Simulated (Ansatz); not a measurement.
A short molecular-dynamics run on `c1sc(-c2sc(-c3sc(-c4scc5c4OCCO5)c4c3OCCO4)c3c2OCCO3)c2c1OCCO2`.

```yaml
crystal:
  periodic: [false, false, false]
  atoms:
    - {symbol: C, position_ang: [-6.203207, 3.139087, -0.197231]}
    - {symbol: S, position_ang: [-4.487308, 3.109340, 0.047769]}
    - {symbol: C, position_ang: [-4.412556, 1.356908, -0.061341]}
    - {symbol: C, position_ang: [-3.162549, 0.655244, 0.077695]}
    - {symbol: S, position_ang: [-1.674428, 1.331296, -0.572796]}
    - {symbol: C, position_ang: [-0.705010, -0.015397, 0.011512]}
    - {symbol: C, position_ang: [0.716139, -0.079380, -0.159179]}
    - {symbol: S, position_ang: [1.691887, -1.401999, 0.469306]}
    - {symbol: C, position_ang: [3.183117, -0.715129, -0.161539]}
    - {symbol: C, position_ang: [4.447817, -1.374460, 0.040913]}
    - {symbol: S, position_ang: [4.597824, -3.122805, -0.047856]}
    - {symbol: C, position_ang: [6.297337, -3.081433, 0.293567]}
    - {symbol: C, position_ang: [6.740998, -1.781739, 0.449709]}
    - {symbol: C, position_ang: [5.691456, -0.809409, 0.316347]}
    - {symbol: O, position_ang: [5.901800, 0.525796, 0.499735]}
    - {symbol: C, position_ang: [7.284223, 0.866887, 0.405152]}
    - {symbol: C, position_ang: [8.140137, -0.095141, 1.219454]}
    - {symbol: O, position_ang: [8.034069, -1.430379, 0.720852]}
    - {symbol: C, position_ang: [2.921980, 0.488615, -0.813392]}
    - {symbol: C, position_ang: [1.541704, 0.846417, -0.799511]}
    - {symbol: O, position_ang: [1.064351, 1.986022, -1.384200]}
    - {symbol: C, position_ang: [1.999739, 2.555866, -2.303722]}
    - {symbol: C, position_ang: [3.404029, 2.567427, -1.711342]}
    - {symbol: O, position_ang: [3.864049, 1.241198, -1.451526]}
    - {symbol: C, position_ang: [-1.531221, -0.942527, 0.649045]}
    - {symbol: C, position_ang: [-2.905719, -0.565942, 0.699163]}
    - {symbol: O, position_ang: [-3.843319, -1.315651, 1.347286]}
    - {symbol: C, position_ang: [-3.395546, -2.651352, 1.578514]}
    - {symbol: C, position_ang: [-1.978572, -2.667073, 2.139468]}
    - {symbol: O, position_ang: [-1.056746, -2.096917, 1.206593]}
    - {symbol: C, position_ang: [-5.692369, 0.844499, -0.267068]}
    - {symbol: C, position_ang: [-6.707442, 1.859344, -0.332682]}
    - {symbol: O, position_ang: [-8.028050, 1.563552, -0.525148]}
    - {symbol: C, position_ang: [-8.222925, 0.233753, -1.011792]}
    - {symbol: C, position_ang: [-7.355138, -0.763281, -0.254857]}
    - {symbol: O, position_ang: [-5.969204, -0.479570, -0.443553]}
    - {symbol: H, position_ang: [-6.758752, 4.081918, -0.235103]}
    - {symbol: H, position_ang: [6.887427, -4.000670, 0.370279]}
    - {symbol: H, position_ang: [7.607322, 0.850811, -0.661954]}
    - {symbol: H, position_ang: [7.383625, 1.900865, 0.790336]}
    - {symbol: H, position_ang: [7.824620, -0.062012, 2.288581]}
    - {symbol: H, position_ang: [9.210982, 0.182002, 1.158107]}
    - {symbol: H, position_ang: [1.650074, 3.585276, -2.514847]}
    - {symbol: H, position_ang: [1.996490, 1.973801, -3.254302]}
    - {symbol: H, position_ang: [3.411368, 3.163132, -0.768943]}
    - {symbol: H, position_ang: [4.122971, 3.019691, -2.422524]}
    - {symbol: H, position_ang: [-3.431405, -3.233547, 0.628365]}
    - {symbol: H, position_ang: [-4.105015, -3.104149, 2.298778]}
    - {symbol: H, position_ang: [-1.945740, -2.098779, 3.097702]}
    - {symbol: H, position_ang: [-1.638286, -3.704007, 2.327937]}
    - {symbol: H, position_ang: [-9.298082, 0.002368, -0.877703]}
    - {symbol: H, position_ang: [-7.982036, 0.188095, -2.099702]}
    - {symbol: H, position_ang: [-7.603998, -0.734416, 0.831742]}
    - {symbol: H, position_ang: [-7.522911, -1.792045, -0.630086]}
basis:
  gaussian: {orbitals: "6-31G*", fitting: {mean_field: def2-universal-jkfit}}
hamiltonian: {xc: {name: revPBE}, dispersion: d4}
md: {timestep: 0.5 fs, n_steps: 15, ensemble: nvt_nose_hoover, temperature: 1000, initial_velocities: maxwell_boltzmann, seed: 87}
scf: {omitted_lower_state_checks: [starts]}
```

```sh
$ ansatz run in.yaml --threads 2 --pin off --events-out ev --progress --plain --max-ram 32768MiB --backend cuda --devices 0, --max-vram 18GiB
```

```json
{"step": "0", "time (fs)": "0.0", "potential energy (eV)": "-84880.7859", "kinetic (eV)": "6.7215", "T (K)": "1000", "conserved (eV)": "-84874.0644"}
{"step": "1", "time (fs)": "0.5", "potential energy (eV)": "-84880.7138", "kinetic (eV)": "6.6502", "T (K)": "989", "conserved (eV)": "-84874.0637"}
{"step": "2", "time (fs)": "1.0", "potential energy (eV)": "-84880.4985", "kinetic (eV)": "6.4371", "T (K)": "958", "conserved (eV)": "-84874.0614"}
{"step": "3", "time (fs)": "1.5", "potential energy (eV)": "-84880.1750", "kinetic (eV)": "6.1169", "T (K)": "910", "conserved (eV)": "-84874.0581"}
{"step": "4", "time (fs)": "2.0", "potential energy (eV)": "-84879.7939", "kinetic (eV)": "5.7392", "T (K)": "854", "conserved (eV)": "-84874.0548"}
{"step": "5", "time (fs)": "2.5", "potential energy (eV)": "-84879.4065", "kinetic (eV)": "5.3542", "T (K)": "797", "conserved (eV)": "-84874.0525"}
{"step": "6", "time (fs)": "3.0", "potential energy (eV)": "-84879.0493", "kinetic (eV)": "4.9980", "T (K)": "744", "conserved (eV)": "-84874.0516"}
{"step": "7", "time (fs)": "3.5", "potential energy (eV)": "-84878.7366", "kinetic (eV)": "4.6851", "T (K)": "697", "conserved (eV)": "-84874.0520"}
{"step": "8", "time (fs)": "4.0", "potential energy (eV)": "-84878.4630", "kinetic (eV)": "4.4108", "T (K)": "656", "conserved (eV)": "-84874.0529"}
{"step": "9", "time (fs)": "4.5", "potential energy (eV)": "-84878.2143", "kinetic (eV)": "4.1615", "T (K)": "619", "conserved (eV)": "-84874.0538"}
{"step": "10", "time (fs)": "5.0", "potential energy (eV)": "-84877.9771", "kinetic (eV)": "3.9243", "T (K)": "584", "conserved (eV)": "-84874.0541"}
{"step": "11", "time (fs)": "5.5", "potential energy (eV)": "-84877.7456", "kinetic (eV)": "3.6935", "T (K)": "549", "conserved (eV)": "-84874.0539"}
{"step": "12", "time (fs)": "6.0", "potential energy (eV)": "-84877.5229", "kinetic (eV)": "3.4720", "T (K)": "517", "conserved (eV)": "-84874.0532"}
{"step": "13", "time (fs)": "6.5", "potential energy (eV)": "-84877.3214", "kinetic (eV)": "3.2722", "T (K)": "487", "conserved (eV)": "-84874.0520"}
{"step": "14", "time (fs)": "7.0", "potential energy (eV)": "-84877.1605", "kinetic (eV)": "3.1134", "T (K)": "463", "conserved (eV)": "-84874.0505"}
{"step": "15", "time (fs)": "7.5", "potential energy (eV)": "-84877.0643", "kinetic (eV)": "3.0193", "T (K)": "449", "conserved (eV)": "-84874.0491"}
```

Velocities are drawn at the set temperature; a run this short doesn't reach equilibrium.

The 6-31G sets use Cartesian d functions.

Frames (Å, forces in eV/Å):

```xyz
54
time=0.0 fs
C    -6.203    3.139   -0.197   -0.394    0.113   -0.045
S    -4.487    3.109    0.048    0.138    0.165    0.037
C    -4.413    1.357   -0.061   -0.066   -0.231   -0.003
C    -3.163    0.655    0.078   -0.131   -0.136    0.084
S    -1.674    1.331   -0.573    0.052    0.105   -0.087
C    -0.705   -0.015    0.012    0.078   -0.176    0.082
C     0.716   -0.079   -0.159   -0.079    0.177   -0.073
S     1.692   -1.402    0.469   -0.052   -0.114    0.073
C     3.183   -0.715   -0.162    0.135    0.137   -0.075
C     4.448   -1.374    0.041    0.051    0.238    0.013
S     4.598   -3.123   -0.048   -0.130   -0.164   -0.053
C     6.297   -3.081    0.294    0.389   -0.097    0.075
C     6.741   -1.782    0.450   -0.450   -0.118   -0.064
C     5.691   -0.809    0.316   -0.091   -0.448   -0.104
O     5.902    0.526    0.500   -0.381    0.362    0.107
C     7.284    0.867    0.405    0.388    0.311   -0.283
C     8.140   -0.095    1.219    0.183    0.319    0.433
O     8.034   -1.430    0.721    0.438   -0.301   -0.074
C     2.922    0.489   -0.813   -0.306   -0.228    0.238
C     1.542    0.846   -0.800    0.150   -0.381    0.165
O     1.064    1.986   -1.384   -0.418    0.223    0.087
C     2.000    2.556   -2.304    0.072    0.166   -0.541
C     3.404    2.567   -1.711    0.095    0.552    0.100
O     3.864    1.241   -1.452    0.482   -0.173   -0.149
C    -1.531   -0.943    0.649   -0.148    0.384   -0.159
C    -2.906   -0.566    0.699    0.305    0.232   -0.240
O    -3.843   -1.316    1.347   -0.475    0.177    0.162
C    -3.396   -2.651    1.579   -0.107   -0.550   -0.106
C    -1.979   -2.667    2.139   -0.061   -0.172    0.540
O    -1.057   -2.097    1.207    0.413   -0.229   -0.101
C    -5.692    0.844   -0.267    0.128    0.436    0.100
C    -6.707    1.859   -0.333    0.454    0.106    0.034
O    -8.028    1.564   -0.525   -0.418    0.313    0.096
C    -8.223    0.234   -1.012   -0.231   -0.299   -0.423
C    -7.355   -0.763   -0.255   -0.371   -0.303    0.312
O    -5.969   -0.480   -0.444    0.351   -0.375   -0.134
H    -6.759    4.082   -0.235    0.133   -0.206    0.006
H     6.887   -4.001    0.370   -0.143    0.200   -0.014
H     7.607    0.851   -0.662   -0.067   -0.018    0.185
H     7.384    1.901    0.790   -0.062   -0.178   -0.049
H     7.825   -0.062    2.289    0.038   -0.019   -0.192
H     9.211    0.182    1.158   -0.173   -0.085   -0.015
H     1.650    3.585   -2.515    0.029   -0.183    0.073
H     1.996    1.974   -3.254   -0.002    0.082    0.184
H     3.411    3.163   -0.769   -0.012   -0.123   -0.155
H     4.123    3.020   -2.423   -0.103   -0.120    0.114
H    -3.431   -3.234    0.628    0.017    0.120    0.157
H    -4.105   -3.104    2.299    0.102    0.121   -0.114
H    -1.946   -2.099    3.098   -0.004   -0.079   -0.183
H    -1.638   -3.704    2.328   -0.029    0.184   -0.068
H    -9.298    0.002   -0.878    0.179    0.075    0.002
H    -7.982    0.188   -2.100   -0.024    0.018    0.195
H    -7.604   -0.734    0.832    0.054    0.015   -0.191
H    -7.523   -1.792   -0.630    0.072    0.176    0.044
54
time=2.5 fs
C    -6.226    3.125   -0.166    0.914   -0.338   -0.044
S    -4.487    3.100    0.064   -0.251   -0.457   -0.077
C    -4.407    1.305   -0.067   -0.374    1.146   -0.091
C    -3.124    0.658    0.055   -1.606   -0.001    0.140
S    -1.658    1.334   -0.576    0.238    0.427   -0.396
C    -0.704   -0.008   -0.004    0.413   -0.789    0.634
C     0.737   -0.099   -0.171   -1.033    0.918   -0.248
S     1.679   -1.406    0.472    0.181   -0.275    0.096
C     3.151   -0.707   -0.163    2.040   -1.243    0.684
C     4.442   -1.382    0.047   -1.307    0.704   -0.383
S     4.611   -3.112   -0.061   -0.924   -0.336   -0.178
C     6.287   -3.068    0.296   -0.398   -0.352   -0.222
C     6.717   -1.781    0.436   -0.142    0.340    0.151
C     5.668   -0.804    0.288    0.749   -0.370    0.301
O     5.904    0.523    0.499   -0.669    0.053    0.301
C     7.291    0.850    0.392    0.070   -0.791   -1.332
C     8.154   -0.093    1.236    0.454    0.262   -0.820
O     8.002   -1.468    0.746    1.022    1.015    0.524
C     2.950    0.505   -0.761   -0.371    1.022   -1.171
C     1.572    0.838   -0.801   -0.799    0.036    0.248
O     1.079    1.981   -1.393   -0.842   -0.701    1.162
C     1.985    2.569   -2.300   -0.312    0.993    0.353
C     3.403    2.565   -1.720   -1.125    0.940   -0.366
O     3.875    1.272   -1.474    0.354   -1.491    0.541
C    -1.553   -0.909    0.685    1.364   -0.088   -0.623
C    -2.908   -0.554    0.684    0.151   -0.384    0.347
O    -3.839   -1.324    1.335   -0.150    0.975   -0.151
C    -3.370   -2.652    1.598   -0.218    0.655    0.625
C    -1.967   -2.687    2.166    0.285    1.005    0.855
O    -1.074   -2.074    1.237    0.870   -0.140   -0.753
C    -5.710    0.819   -0.265    1.216    1.411    0.281
C    -6.703    1.855   -0.333    0.124   -0.336    0.099
O    -8.024    1.567   -0.562   -0.323    1.225    0.795
C    -8.225    0.279   -1.010   -0.414   -2.586   -2.376
C    -7.368   -0.793   -0.277    0.150    0.684   -2.591
O    -5.970   -0.475   -0.430   -0.121   -2.017   -0.674
H    -6.762    4.039   -0.297   -0.369    0.672    0.031
H     6.783   -4.016    0.326    0.706   -0.346    0.161
H     7.548    0.804   -0.674    0.355   -0.282   -0.346
H     7.311    1.886    0.627    0.460    1.232    0.870
H     7.757    0.053    2.235    0.016   -0.535    0.939
H     9.265    0.145    1.219   -1.100   -0.251   -0.118
H     1.540    3.607   -2.449    0.846   -0.904   -0.230
H     1.963    1.956   -3.193    0.092   -0.041   -0.989
H     3.425    3.176   -0.825   -0.004    0.349    0.794
H     4.019    3.051   -2.455    0.959    0.114   -0.586
H    -3.368   -3.185    0.650   -0.398   -0.776   -0.243
H    -4.072   -2.944    2.386   -0.222   -0.924   -0.283
H    -1.899   -2.000    3.089   -0.256   -1.422   -0.467
H    -1.636   -3.761    2.285   -0.083    0.987    0.313
H    -9.327   -0.018   -0.826    1.281    0.620   -0.645
H    -7.885    0.209   -2.149   -1.070    0.045    1.586
H    -7.574   -0.621    0.720   -0.777   -0.511    2.928
H    -7.580   -1.821   -0.698    0.347    0.859    0.643
54
time=5.0 fs
C    -6.244    3.110   -0.136    1.219    0.667   -0.206
S    -4.487    3.089    0.080   -0.514   -0.823   -0.146
C    -4.403    1.259   -0.074   -0.436    2.287   -0.139
C    -3.093    0.660    0.034   -2.760    0.019    0.190
S    -1.640    1.338   -0.579    0.358    0.678   -0.647
C    -0.700   -0.005   -0.017    0.619   -1.087    1.033
C     0.752   -0.114   -0.183   -1.678    1.425   -0.331
S     1.666   -1.410    0.475    0.421   -0.407    0.104
C     3.128   -0.705   -0.161    3.099   -1.825    1.058
C     4.430   -1.387    0.051   -1.922    0.895   -0.618
S     4.623   -3.102   -0.074   -1.741   -0.548   -0.312
C     6.275   -3.056    0.298   -0.389   -1.571   -0.412
C     6.693   -1.779    0.422    0.417    0.715    0.374
C     5.649   -0.800    0.261    1.249   -0.222    0.636
O     5.905    0.521    0.498   -0.698   -0.119    0.409
C     7.298    0.830    0.373   -0.095    0.740   -1.730
C     8.169   -0.090    1.248   -1.265   -0.027   -0.353
O     7.973   -1.501    0.773    1.330    1.931    0.813
C     2.975    0.526   -0.715   -0.469    1.440   -2.027
C     1.599    0.830   -0.802   -1.470    0.445    0.255
O     1.090    1.973   -1.397   -1.174   -1.321    1.906
C     1.970    2.587   -2.295   -0.092   -0.251    0.132
C     3.397    2.567   -1.730   -0.930    2.291   -0.819
O     3.888    1.298   -1.494    0.192   -2.247    1.057
C    -1.567   -0.875    0.718    2.512   -0.667   -0.904
C    -2.910   -0.543    0.671    0.070   -0.760    0.734
O    -3.835   -1.329    1.323    0.083    1.371   -0.343
C    -3.346   -2.650    1.620   -0.806    0.811    0.788
C    -1.955   -2.702    2.195    0.083    2.002   -0.063
O    -1.088   -2.052    1.265    1.325   -0.004   -1.243
C    -5.722    0.801   -0.261    1.865    1.840    0.342
C    -6.698    1.848   -0.333   -0.355   -0.667    0.119
O    -8.022    1.575   -0.596   -0.004    2.110    1.429
C    -8.229    0.312   -1.020    0.371   -3.890   -2.414
C    -7.381   -0.818   -0.309   -0.014    3.212    0.821
O    -5.971   -0.479   -0.419   -0.608   -3.148   -1.077
H    -6.783    4.028   -0.355   -0.021    0.104    0.220
H     6.716   -4.046    0.291    0.809    0.189    0.259
H     7.508    0.742   -0.703    0.530   -0.370   -0.253
H     7.264    1.928    0.510    0.773   -0.228    0.808
H     7.694    0.135    2.227    0.498   -0.937    0.404
H     9.261    0.095    1.274   -0.423   -0.032   -0.213
H     1.476    3.583   -2.396    0.898   -0.179   -0.582
H     1.935    1.940   -3.182    0.190    0.469   -0.792
H     3.439    3.206   -0.840    0.007    0.119    0.491
H     3.965    3.085   -2.515    0.766   -0.313    0.001
H    -3.326   -3.178    0.661   -0.608   -0.879    0.129
H    -4.051   -2.837    2.455   -0.126   -1.410   -0.681
H    -1.867   -1.980    3.058   -0.335   -1.480    0.432
H    -1.636   -3.764    2.261    0.175    0.533    0.600
H    -9.289   -0.004   -0.810    0.435    0.537   -0.775
H    -7.847    0.232   -2.113   -1.251   -0.033    0.755
H    -7.583   -0.543    0.748   -0.425   -1.442    0.303
H    -7.617   -1.807   -0.732    0.311    0.058    0.478
54
time=7.5 fs
C    -6.257    3.099   -0.106    1.147    1.461   -0.512
S    -4.487    3.077    0.095   -0.634   -0.950   -0.177
C    -4.401    1.224   -0.081   -0.319    3.126   -0.154
C    -3.075    0.663    0.013   -3.232   -0.183    0.285
S    -1.622    1.343   -0.584    0.297    0.739   -0.754
C    -0.694   -0.006   -0.025    0.618   -0.984    1.197
C     0.759   -0.121   -0.197   -1.805    1.505   -0.247
S     1.654   -1.414    0.478    0.634   -0.401    0.043
C     3.120   -0.712   -0.154    3.042   -1.132    0.890
C     4.409   -1.386    0.052   -1.404    0.799   -0.639
S     4.631   -3.093   -0.087   -2.492   -0.815   -0.442
C     6.261   -3.052    0.297    0.021   -2.221   -0.494
C     6.671   -1.773    0.411    0.972    0.599    0.565
C     5.635   -0.797    0.238    1.194   -0.142    0.841
O     5.902    0.518    0.500   -0.429   -0.023    0.332
C     7.305    0.813    0.346   -0.127    1.527   -1.911
C     8.177   -0.087    1.259   -3.347   -0.411    0.059
O     7.949   -1.528    0.803    1.319    2.435    0.819
C     2.999    0.554   -0.678   -0.612    0.690   -2.174
C     1.619    0.824   -0.801   -1.649    0.658    0.269
O     1.097    1.960   -1.394   -1.280   -1.313    1.916
C     1.954    2.602   -2.290    0.580   -2.209   -0.540
C     3.387    2.581   -1.744   -0.154    3.102   -0.762
O     3.901    1.315   -1.511   -0.153   -2.192    1.350
C    -1.570   -0.845    0.746    2.839   -1.100   -1.041
C    -2.911   -0.537    0.661    0.316   -0.772    0.827
O    -3.831   -1.329    1.309    0.171    1.173   -0.275
C    -3.326   -2.644    1.646   -1.324    0.268    0.094
C    -1.942   -2.708    2.225   -0.365    2.137   -1.623
O    -1.096   -2.030    1.288    1.649    0.039   -1.244
C    -5.725    0.791   -0.255    1.835    1.290    0.242
C    -6.695    1.839   -0.333   -0.658   -0.511    0.162
O    -8.019    1.591   -0.624    0.305    2.161    1.651
C    -8.230    0.326   -1.041    1.369   -3.477   -0.331
C    -7.394   -0.827   -0.337    0.062    4.709    3.270
O    -5.974   -0.493   -0.412   -0.948   -3.109   -1.157
H    -6.804    4.023   -0.400    0.422   -0.587    0.518
H     6.697   -4.064    0.272    0.639    0.784    0.317
H     7.499    0.659   -0.744    0.454   -0.171    0.331
H     7.263    1.960    0.440    0.863   -1.389    0.609
H     7.659    0.164    2.244    0.864   -1.040   -0.275
H     9.236    0.044    1.316    0.911    0.260   -0.235
H     1.463    3.551   -2.378    0.282    1.187   -0.686
H     1.918    1.952   -3.217    0.213    0.982    0.048
H     3.453    3.241   -0.829   -0.041   -0.416   -0.395
H     3.956    3.101   -2.575    0.252   -0.666    0.792
H    -3.320   -3.221    0.682   -0.565   -0.323    0.869
H    -4.037   -2.811    2.485   -0.088   -1.366   -0.739
H    -1.853   -2.042    3.057   -0.163   -0.325    1.872
H    -1.626   -3.739    2.271    0.470   -0.448    0.580
H    -9.232    0.039   -0.838   -1.618   -0.089   -0.398
H    -7.879    0.252   -2.042   -0.390   -0.257   -1.976
H    -7.618   -0.546    0.801   -0.088   -1.715   -1.578
H    -7.637   -1.790   -0.739    0.144   -0.894    0.007
```

Run time 82 s (2 threads of AMD EPYC 7R13 on a shared host and a share (18 GiB) of an NVIDIA H100 80GB HBM3), peak host memory 1.1 GiB.
